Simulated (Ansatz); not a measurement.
Consider the atomization: `C[Te][SiH](N)F` → C• + F• + 6 H• + N• + Si• + Te•.

Computed with Ansatz on PBE0-D4/def2-TZVP structures; ΔE is electronic, products minus reactants. CCSD(T)/CBS adds triple-zeta CCSD(T) − MP2 to the extrapolated MP2 energy (def2 sets, frozen cores). This one scheme is used for every species, atoms too. Functionals use def2-TZVPP. Open shells (•) are unrestricted, without spin–orbit coupling. Spin–orbit coupling would lower the free atoms: a little for C, F, Si; strongly for Te. def2 core potentials past Kr. For Te outer-core shells are correlated without core-valence functions, so the limit isn't a true one: a few kJ/mol of doubt a bond, and 10 to 20 or more in all where bonds break to atoms. One conformer a species, not always the lowest.

```json
{"level": "r2SCAN-D4", "ΔE (kcal/mol)": "917.7"}
{"level": "B2PLYP", "ΔE (kcal/mol)": "908.4"}
```

**Question.** What does CCSD(T)/CBS give? (Estimate.)

**Answer.** Computed: +926.0 kcal/mol. The listed levels differ from it by -8.3, -17.6 kcal/mol.

Largest T1 diagnostic among the species: 0.012.

In def2-TZVPP, CCSD(T) changes the Hartree–Fock value by +239.7 kcal/mol (the triples alone add +14.3 kcal/mol) and MP2 by +253.8 kcal/mol; breaking electron pairs costs correlation energy, which Hartree–Fock lacks. The D4 term adds +10.8 kcal/mol with B3LYP and +5.7 kcal/mol with PBE0; it sums over pairs of atoms, weighted by their polarisabilities, and B3LYP, whose exchange is more repulsive, gets the larger term.

B3LYP here is the variant with VWN-RPA as its local correlation; programs differ in this.

For atomizations the MP2-based limit and the directly extrapolated one differ by several kJ/mol either way, and by 10 to 25 for some Ge, Se and Sn compounds, so smaller differences from it don't rank the levels.
